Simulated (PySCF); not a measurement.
## Scandium: a sound run and one with changed settings

Sound run: Sc [Ar] 3d1 4s2, Sc⁺ [Ar] 3d1 4s1. Computed with PySCF 2.14 in pcseg-2 (6s4p3d2f1g, 56 functions), with the non-relativistic Hamiltonian (point nucleus). In the sound run the correlated levels freeze [Ar]. The sound run starts from symmetry-adapted Hartree-Fock orbitals and uses a fine grid where one is needed.

Changed run: basis STO-3G. This setting is unsound on purpose.

```
species  method  sound run (hartree)  changed run (hartree)  converged
     Sc     UHF           -759.72502             -751.99361        yes
     Sc    MN15           -760.63615             -751.41314        yes
     Sc     MP2           -759.75107             -752.02170        yes
    Sc⁺     UHF           -759.52787             -751.82319        yes
    Sc⁺    MN15           -760.38958             -751.16971        yes
    Sc⁺     MP2           -759.53082             -751.82319        yes
```

Ionisation energy of Sc:

```
 method  sound run (eV)  changed run (eV)
    UHF           5.365             4.637
   MN15           6.709             6.624
    LDA           6.653             6.550
    MP2           5.993             5.402
SCS-MP2           6.125             5.555
```

A minimal basis cannot let orbitals breathe on ionisation and holds almost no correlation.

For comparison, NIST gives 6.561 eV between the lowest levels.
